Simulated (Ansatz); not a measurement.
One change: `CB(C)F` becomes `C#CB(C)F`.

Ansatz, PBE0-D4/def2-TZVP geometries, multiplicity 1. 

```
                                                                                  property  `CB(C)F`
                                                        LUMO energy (PBE0/def2-TZVPP) / eV      0.12
                                          size of the dipole moment (B3LYP/def2-TZVPP) / D      1.37
                                                        HOMO energy (PBE0/def2-TZVPP) / eV     -8.69
ideal-gas entropy at 298 K and 1 bar (rigid rotor, harmonic PBE0-D4/def2-TZVP) / J/(mol·K)       312
                                                       HOMO–LUMO gap (PBE/def2-TZVPP) / eV      6.23
                                            size of the dipole moment (PBE/def2-TZVPP) / D      1.29
```

Problem. What does the change do to each property? (Best estimate.)

Solution. Computed: 
```
                                                                                  property  `C#CB(C)F`  shift
                                                        LUMO energy (PBE0/def2-TZVPP) / eV       -1.39  -1.51
                                          size of the dipole moment (B3LYP/def2-TZVPP) / D        1.60   0.23
                                                        HOMO energy (PBE0/def2-TZVPP) / eV       -8.40   0.29
ideal-gas entropy at 298 K and 1 bar (rigid rotor, harmonic PBE0-D4/def2-TZVP) / J/(mol·K)         329     17
                                                       HOMO–LUMO gap (PBE/def2-TZVPP) / eV        4.81  -1.42
                                            size of the dipole moment (PBE/def2-TZVPP) / D        1.51   0.22
```

With PBE0 the HOMO rises by 0.29 eV and the LUMO falls by 1.51 eV, so the gap narrows by about 1.80 eV. PBE moves the HOMO by 0.02 eV and ωB97M-V by 0.34 eV. The zero-point energy changes by -45.2 kJ/mol with -3 modes. Dipoles are sizes alone; their direction can turn. Modes under 60 cm⁻¹, often nearly free rotors, make the harmonic entropy too high.

B3LYP here is the variant with VWN-RPA as its local correlation; programs differ in this.
